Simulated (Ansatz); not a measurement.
Isolated molecules relaxed with PBE0-D4/def2-TZVP in Ansatz; ΔE leaves out vibrations. CBS: MP2 limit from def2 TZ/QZ plus the TZ coupled-cluster correction, frozen cores. Functionals use def2-TZVPP. B3LYP here is the variant with VWN-RPA as its local correlation; programs differ in this. Elements past krypton have def2 core potentials. For Br, In outer-core shells are correlated without core-valence functions, which leaves a few kJ/mol of doubt a bond. Scalar relativity is left out up to krypton. One conformer a species, not always the lowest.

Reaction (ligand exchange at the Si–O bond): `[OH][In]([SH])[O][SiH3]` + `CO[SiH](O)Br` → `CO[SiH](Br)O[SiH3]` + `[OH][In]([OH])[SH]`

`[OH][In]([SH])[O][SiH3]`:

Z-matrix (Å, degrees):
```
Si
O 1 1.627
H 1 1.488 2 110.7
H 1 1.488 2 110.7 3 -120.8
H 1 1.498 2 111.0 3 119.6
In 2 1.982 1 134.4 3 -119.8
S 6 2.350 2 120.5 1 0.1
O 6 1.964 2 112.7 1 -179.9
H 7 1.346 6 91.4 2 0.0
H 8 0.962 6 110.9 2 0.0
```

`CO[SiH](O)Br`:

```xyz
10

C     0.362   -1.545    0.453
O     0.676   -0.190    0.215
Si   -0.376    1.020   -0.036
O     0.434    2.361   -0.451
Br   -1.778    0.393   -1.653
H    -0.197   -1.664    1.387
H    -0.228   -1.962   -0.368
H     1.299   -2.097    0.534
H    -1.182    1.348    1.152
H     0.991    2.336   -1.232
```

`CO[SiH](Br)O[SiH3]`:

Cartesian coordinates in Å:
```
C -1.387 -1.862 1.003
O -0.762 -0.618 0.765
Si -0.610 0.111 -0.673
Br 0.379 -1.285 -2.098
O 0.294 1.428 -0.478
Si 1.827 1.954 -0.188
H -1.338 -2.062 2.073
H -0.875 -2.666 0.466
H -2.438 -1.845 0.697
H -1.910 0.484 -1.258
H 2.599 0.918 0.540
H 2.489 2.258 -1.480
H 1.732 3.186 0.631
```

`[OH][In]([OH])[SH]`:

Z-matrix (Å, degrees):
```
In
O 1 1.973
S 1 2.362 2 120.3
O 1 1.978 2 114.0 3 -180.0
H 2 0.961 1 111.7 3 -180.0
H 3 1.345 1 92.0 2 -0.0
H 4 0.960 1 113.7 2 -179.9
```

```
             level  ΔE (kJ/mol)  difference from CCSD(T)/CBS
            PBE-D4          0.1                         -1.8
          B3LYP-D4         -2.5                         -4.4
           ωB97X-V          0.5                         -1.4
            B2PLYP          0.3                         -1.6
               PBE          1.2                         -0.7
            r2SCAN          1.6                         -0.3
              PBE0          2.1                          0.2
             B3LYP         -0.8                         -2.7
     HF/def2-TZVPP          0.1                         -1.8
    MP2/def2-TZVPP          2.1                          0.2
SCS-MP2/def2-TZVPP          1.1                         -0.8
   CCSD/def2-TZVPP          1.4                         -0.5
     HF/def2-QZVPP         -0.4                         -2.3
SCS-MP2/def2-QZVPP          0.8                         -1.1
      HF/CBS(def2)         -0.4                         -2.3
     MP2/CBS(def2)          1.8                         -0.1
       CCSD(T)/CBS          1.9                            0
```

Largest T1 diagnostic among the species: 0.016.
